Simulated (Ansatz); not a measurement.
A run for Ansatz (a first-principles code): U-CCSD(T)/def2-TZVPP on Li2-, 2S+1 = 2, a spin state set in the input, which need not be the lowest, a point of a bond scan (R = 3.173 Å). Charge -1.

Ansatz 0.2 input:
```yaml
crystal:
  periodic: [false, false, false]
  atoms:
    - {symbol: Li, position_ang: [0.00000000, 0.00000000, 0.00000000]}
    - {symbol: Li, position_ang: [0.00000000, 0.00000000, 3.17331700]}
basis:
  gaussian:
    orbitals: def2-TZVPP
    pivot_positions_ang: [[0.00000000, 0.00000000, 0.00000000], [0.00000000, 0.00000000, 3.17331700]]
total_charge: -1
magnetization: {spin_polarized: true, initial_magnetization: 1}
correlation: {method: ccsd_t, electrons: valence}
output: {orbitals: {seedname: ./end}}
```

Program output:

```
WARN ansatz: RAYON_NUM_THREADS=1 ignored (pool sized by the plan → 1); use --threads N
Functional definition: HF
integrals: 0.01 GiB planned
330 factors; integrals over basis functions are off by at most 2.3e-4 eV
mean field: 0.05 GiB planned
mean field evaluation 1: about -404.4931 eV, gradient 1.5e0 eV
mean field evaluation 2: about -404.4936 eV, gradient 1.5e0 eV
mean field evaluation 4: about -404.7354 eV, gradient 1.0e0 eV
mean field evaluation 8: about -404.9651 eV, gradient 2.2e-2 eV
mean field evaluation 16: about -404.7349 eV, gradient 1.0e0 eV
mean field evaluation 32: about -404.8443 eV, gradient 1.3e0 eV
mean field evaluation 64: about -404.6295 eV, gradient 1.3e-3 eV
mean field evaluation 96: about -402.9322 eV, gradient 1.9e0 eV
mean field evaluation 128: about -402.8618 eV, gradient 2.2e-1 eV
mean field evaluation 160: about -404.5654 eV, gradient 1.2e0 eV
mean field -404.96496051 eV, -14.8821878036 hartree, gradient 1.3e-6 eV, S^2 1.220179; 14 other end points of the search recorded, 0 dependent functions left out
determinant -404.96496051 eV, -14.8821878036 hartree, with singles and doubles -407.66505644 eV, -14.9814144989 hartree
determinant -404.62947275 eV, -14.8698588559 hartree, with singles and doubles -407.50848343 eV, -14.9756605469 hartree
determinant -403.29077433 eV, -14.8206625964 hartree, with singles and doubles -406.63958739 eV, -14.9437292065 hartree
determinant -403.24506475 eV, -14.8189828003 hartree, with singles and doubles -406.30447173 eV, -14.9314139330 hartree
determinant -403.11093520 eV, -14.8140536301 hartree, with singles and doubles -406.30266896 eV, -14.9313476823 hartree
determinant -403.03414303 eV, -14.8112315700 hartree, with singles and doubles -406.58942985 eV, -14.9418859508 hartree
determinant -402.86637024 eV, -14.8050660335 hartree, with singles and doubles -405.80806006 eV, -14.9131711407 hartree
determinant -402.56481776 eV, -14.7939841846 hartree, with singles and doubles -405.76723081 eV, -14.9116706933 hartree
determinant -402.29848670 eV, -14.7841966984 hartree, with singles and doubles -406.15836818 eV, -14.9260447265 hartree
determinant -402.12788774 eV, -14.7779273022 hartree, with singles and doubles -405.68977188 eV, -14.9088241302 hartree
determinant -404.96496051 eV, -14.8821878036 hartree, with singles and doubles -407.66306526 eV, -14.9813413244 hartree
determinant -404.62947275 eV, -14.8698588559 hartree, with singles and doubles -407.57147748 eV, -14.9779755356 hartree
determinant -404.56426048 eV, -14.8674623490 hartree, with singles and doubles -407.57539250 eV, -14.9781194097 hartree
reference -404.96496051 eV, -14.8821878036 hartree; 4, 3 occupied and 34, 35 virtual orbitals, 330 factors
second order -2.01577088 eV of doubles, -0.00000000 eV of singles
coupled cluster: 0.08 GiB planned
cycle   1  -2.69810428 eV  change    4.7e-7 eV  update   2.3e-6
coupled cluster: 0.08 GiB planned
perturbative correction -0.02420987 eV, -0.0008896964 hartree
Total energy: -407.68727466 eV, -14.9822310035 hartree
```

The calculation finished and met its thresholds. Its determinant has ⟨S²⟩ = 1.22, a mixture of spin states.

Cost: roughly 3 core-seconds.
